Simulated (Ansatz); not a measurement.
System: C$_{5}$H$_{5}$Se, charge 0, multiplicity 2. It need not be the lowest isomer of its formula. SMILES: [c]1cc(C)c[se]1
Geometry from a B3LYP-D3(BJ)/def2-TZVP (Ansatz, an electronic-structure program) optimisation:
```xyz
11

C     -2.8938    -0.3215     0.0334
C     -1.3937    -0.2978     0.0166
C     -0.6128    -1.5183     0.0124
C      0.7083    -1.2858    -0.0032
Se     1.2062     0.5040    -0.0153
C     -0.6531     0.8410     0.0042
H     -3.3008     0.6895     0.0342
H     -3.2684    -0.8389     0.9200
H     -3.2880    -0.8453    -0.8408
H     -1.0634    -2.5018     0.0210
H     -1.0179     1.8560     0.0045
```
Charge 0, spin multiplicity 2.

Wanted: atomisation energy (electronic, to ground-state atoms), in eV. Cores are frozen in the correlated levels unless marked. UHF or UKS for open shells. Spin-orbit coupling is left out. Frozen are the shells of the preceding noble gas and the d and f shells that filled before the atom's block. Non-relativistic. The coupled-cluster limit lacks core correlation, which all-electron functionals hold. CBS(X,Y): correlation extrapolated as X^-3; Hartree-Fock from the larger set.

| level | program | atomisation energy (eV) |
|---|---|---|
| SVWN5/def2-TZVPD | Ansatz | 56.46 |

**Question.** Estimate the value at CCSD(T)/CBS(cc-pVTZ,cc-pVQZ) as computed with Ansatz.

**Answer.** 48.15 eV, so SVWN5/def2-TZVPD differs from it by 8.31 eV.
